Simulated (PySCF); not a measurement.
Start geometry of `[SiH2](F)S[SiH2]F` from a GFN2-xTB structure with every atom displaced at random (by about 0.01 Å) (Å):
```
atom  x, y, z in Å
F1    -1.768    0.683    1.087
Si2   -1.650   -0.170   -0.262
S3     0.066   -1.413   -0.063
Si4    1.690    0.015    0.246
F5     1.688    0.983   -1.038
H6    -2.770   -1.068   -0.307
H7    -1.481    0.810   -1.313
H8     2.893   -0.752    0.228
H9     1.390    0.894    1.388
```

Question: What comes out of this run: PBE0-D3(BJ)/def2-SVP geometry optimisation, gas phase (PySCF)?

Answer: 
```
atom  x, y, z in Å
F1    -1.8496    0.3737    1.5574
Si2   -1.6036   -0.1461    0.0412
S3     0.0775   -1.4625   -0.0318
Si4    1.6217    0.0123   -0.0520
F5     1.8429    0.5832   -1.5536
H6    -2.7851   -0.9363   -0.3817
H7    -1.3633    1.0560   -0.7973
H8     2.8695   -0.6636    0.3774
H9     1.2479    1.1658    0.8061
```

The energy falls by 4.7 kcal/mol over 12 energy and gradient evaluations, the largest force component goes from 0.0382 to 3.7e-04 Eh/bohr, and the atoms move by 0.412 Å rms after alignment. The bond that changes most is Si4–H8 (fluorine-bound silicon to Si–H hydrogen), which lengthens by 0.056 Å. Bonds longer at the end by more than 0.005 Å: 7 of 8; shorter: 1. Among the angles that change most is H8–Si4–H9, from 120.2° to 113.5°. Among the dihedrals that turn most is Si2–S3–Si4–H8, from -173° to 160°. Rotational constants go from 3740, 1480, 1298 to 4233, 1299, 1213 MHz. The orientation of the end geometry is arbitrary; only internal coordinates are fixed.

The run used 102 basis functions and 80 SCF cycles in all. Hardware: an Arm Neoverse V1 with one thread (shared host). Cost: 45 s wall, 0.42 GiB resident at most.

PBE0-D3(BJ)/def2-SVP frequencies: not computed here. One conformer, not necessarily the lowest.
